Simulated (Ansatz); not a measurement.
## Stretch profile

SiHClOF (SMILES O[Si](F)Cl), doublet, at its PBE0-D4/def2-TZVP minimum:

```
atom    x (Å)    y (Å)    z (Å)
  O1  -0.0035   1.1413  -0.0135
 Si2   0.0783  -0.4267   0.4257
  F3   0.9795  -1.2321  -0.6168
 Cl4  -1.8251  -1.1577   0.3532
  H5   0.8206   1.6016  -0.1898
```

The bond length O1–H5 (0.960 Å at the minimum) is set to the values below, the two halves moving rigidly along the bond. Each method's energies count from its own value at the PBE0-D4 minimum structure. Program: Ansatz 0.2.0. Basis: def2-TZVPP. Cores are frozen in the correlated methods; orbitals are unrestricted. B3LYP uses VWN-RPA correlation.

```tsv
bond length (Å)	CCSD(T) (kJ/mol)	HF (kJ/mol)	B3LYP-D4 (kJ/mol)
0.845	?	32.9	44.8
0.878	20.5	12.5	21.1
0.927	?	-0.4	3.1
0.985	1.6	4.1	1.4
1.048	16.5	25.5	15.6
1.116	44.7	60.9	43.0
1.189	?	107.2	80.4
1.265	127.1	159.9	123.3
1.344	174.4	216.4	169.9
```

Problem. Fill in the withheld CCSD(T) values. (An estimate is asked for; the value comes from the calculation.)

Solution. Computed: 44.0 kJ/mol at 0.845 Å; 2.9 kJ/mol at 0.927 Å; 82.9 kJ/mol at 1.189 Å. These count from the CCSD(T) energy at the PBE0-D4 minimum.

Minimum and curvature along this coordinate at CCSD(T): A fifth-order fit through the nearest points gives 0.959 Å, with a curvature of about 53 eV/Å².

Problem. Treat the two halves as rigid bodies and work out the harmonic wavenumber of this stretch from that curvature (ν̃ = 521.5 √(k/μ) cm⁻¹ with k in eV/Å² and μ in u).

Solution. The halves weigh 98.54 and 1.01 u, so μ = 98.54 × 1.01/99.55 = 1.000 u and ν̃ = 521.5 √(53/1.000) ≈ 3800 cm⁻¹. A true normal mode mixes in other motions, so this is a guide only.

Largest difference from the CCSD(T) curve over the scan: PBE-D4 18.3; r2SCAN-D4 3.5; PBE0-D4 3.5; wB97M-V 1.8 kJ/mol. Each curve counts from its own value at the minimum.

T1 diagnostic: at most 0.016. ⟨S²⟩ of the unrestricted Hartree–Fock references: 0.75 to 0.76 (a pure state has 0.75).

For scale, one of the runs: CCSD(T)/def2-TZVPP, 160 basis functions (an equivalent command: `ansatz run in.yaml --threads 4`). The run took 2 min on 4 CPU threads (shared host), with 2.9 GiB of host memory at its peak.
